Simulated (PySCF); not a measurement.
A side-by-side comparison of computed properties.

First species: C6H18Si4.
SMILES: `C=C[Si]1(C(C)(C)C)[SiH2][SiH2][SiH2]1`

Second species: C₆H₁₈Si₄.
InChI=1S/C6H18Si4/c1-5(2)8-9-10(7)6(3)4/h10H,1,3,8-9H2,2,4,7H3/t10-/m0/s1

Levels: PBE/pcSseg-1 for dipole moment, HOMO energy, LUMO energy and HOMO–LUMO gap; PBE0-D3(BJ)/def2-SVP for rotational constant A and rotational constant C. Geometries: PBE0-D3(BJ)/def2-SVP. Each structure is a single optimised conformer of the isolated species, non-relativistic unless stated. Electronic properties by PySCF.

Dipoles, sizes and rotational constants follow the conformer. The torsions of the flexible species, by atom-mapped SMILES:
- `[CH2:1]=[CH:2][Si:3]1([C:4]([CH3:5])([CH3:6])[CH3:7])[SiH2:8][SiH2:9][SiH2:10]1`: C1–C2–Si3–C4 -119°, C2–Si3–C4–C5 -59°
- `[CH2:1]=[C:2]([CH3:3])[SiH2:4][SiH2:5][Si@H:6]([SiH3:7])[C:8](=[CH2:9])[CH3:10]`: C1–C2–Si4–Si5 116°, C2–Si4–Si5–Si6 -44°, Si4–Si5–Si6–Si7 -57°, Si5–Si6–C8–C9 -120°

Values for the first species:

```
Dipole moment         : 1.47 D
HOMO energy           : -6.07 eV
LUMO energy           : -1.84 eV
HOMO–LUMO gap         : 4.23 eV
Rotational constant A : 0.839 GHz
Rotational constant C : 0.514 GHz
```

**Question.** Estimate the same properties for the second species, and the change in each.

**Answer.** 
| property | first | second | second less first |
| --- | --- | --- | --- |
| dipole moment | 1.47 D | 0.86 D | -0.61 D |
| HOMO energy | -6.07 eV | -6.09 eV | -0.02 eV |
| LUMO energy | -1.84 eV | -1.36 eV | +0.48 eV |
| HOMO–LUMO gap | 4.23 eV | 4.73 eV | +0.50 eV |
| rotational constant A | 0.839 GHz | 0.979 GHz | +0.140 GHz |
| rotational constant C | 0.514 GHz | 0.372 GHz | -0.142 GHz |

On the first: The dipole matches unit charges of opposite sign 0.31 Å apart (1 e·Å = 4.8032 D).

On the second: In atomic units the dipole is 0.34 e·bohr (1 au = 2.5417 D).
